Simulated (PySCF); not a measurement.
A series of related molecules.

All values: CAM-B3LYP/def2-SVPD (PySCF) at PBE0-D3(BJ)/def2-SVP geometries, gas phase, one conformer each. Core orbitals are frozen in the response; Δα² is half the sum of the squared differences of the principal polarisabilities.

(1) Rank by dipole moment, lowest first.
A. `[CH3:1][B:2]([CH3:3])[SiH2:4][B:5]([F:6])[F:7]` with C1–B2–Si4–B5 92°, B2–Si4–B5–F6 -84°
B. `[F:1][B:2]([F:3])[SiH2:4][SH:5]` with F1–B2–Si4–S5 -145°, B2–Si4–S5–H -42°
C. `[CH3:1][SiH2:2][B:3]([F:4])[F:5]` with C1–Si2–B3–F4 67°
D. `FB(F)[SiH3]`

(2) Rank by vertical ionisation energy (ΔSCF), lowest first.
A. `FB(F)[SiH3]`
B. `FB([SiH2]B(C)C)F`
C. `C[SiH2]B(F)F`
D. `N[SiH2]B(F)F`
E. `FB(F)[SiH2]S`

## Answers

(1) B (0.82 D), D (1.03 D), C (1.61 D), A (2.01 D).

(2) B (9.73 eV), E (9.92 eV), D (10.06 eV), C (11.20 eV), A (11.76 eV).

All values together:

```tsv
SMILES	change	formula	μ (D)	HOMO (eV)	LUMO (eV)	α (Å³)	Δα (Å³)	electrons	α per electron (Å³)	ΔSCF removal energy (eV)
FB(F)[SiH3]	parent	BF2H3Si	1.03	-10.63	-0.08	6.50	1.10	40	0.162	11.76
CB(C)[SiH2]B(F)F	H on Si replaced by BMe2	C2H8B2F2Si	2.01	-9.01	-0.64	12.32	2.21	62	0.199	9.73
N[SiH2]B(F)F	H on Si replaced by NH2	BF2H4NSi	2.01	-9.03	0.18	7.43	1.18	48	0.155	10.06
C[SiH2]B(F)F	H on Si replaced by CH3	CH5BF2Si	1.61	-10.21	-0.04	8.17	1.25	48	0.170	11.20
FB(F)[SiH2]S	H on Si replaced by SH	BF2H3SSi	0.82	-8.91	-0.28	9.32	2.39	56	0.166	9.92
```

Conformers: `[CH3:1][B:2]([CH3:3])[SiH2:4][B:5]([F:6])[F:7]` with C1–B2–Si4–B5 92°, B2–Si4–B5–F6 -84°; `[NH2:1][SiH2:2][B:3]([F:4])[F:5]` with H–N1–Si2–B3 -36° and 178°, N1–Si2–B3–F4 12°; `[CH3:1][SiH2:2][B:3]([F:4])[F:5]` with C1–Si2–B3–F4 67°; `[F:1][B:2]([F:3])[SiH2:4][SH:5]` with F1–B2–Si4–S5 -145°, B2–Si4–S5–H -42°.

Task: Give the shifts from the parent, `FB(F)[SiH3]`.

Result: 
```json
{"SMILES": "CB(C)[SiH2]B(F)F", "change in μ (D)": "+0.98", "change in HOMO (eV)": "+1.62", "change in LUMO (eV)": "-0.56", "change in mean α (Å³)": "+5.82", "change in ionisation energy (eV)": "-2.03"}
{"SMILES": "N[SiH2]B(F)F", "change in μ (D)": "+0.98", "change in HOMO (eV)": "+1.60", "change in LUMO (eV)": "+0.26", "change in mean α (Å³)": "+0.93", "change in ionisation energy (eV)": "-1.70"}
{"SMILES": "C[SiH2]B(F)F", "change in μ (D)": "+0.58", "change in HOMO (eV)": "+0.42", "change in LUMO (eV)": "+0.04", "change in mean α (Å³)": "+1.67", "change in ionisation energy (eV)": "-0.56"}
{"SMILES": "FB(F)[SiH2]S", "change in μ (D)": "-0.21", "change in HOMO (eV)": "+1.72", "change in LUMO (eV)": "-0.20", "change in mean α (Å³)": "+2.82", "change in ionisation energy (eV)": "-1.84"}
```

Task: By how much does the ΔSCF value exceed −ε(HOMO) over the species that have both?

Result: By 0.72 to 1.13 eV, 0.97 eV on average, over 5 species.
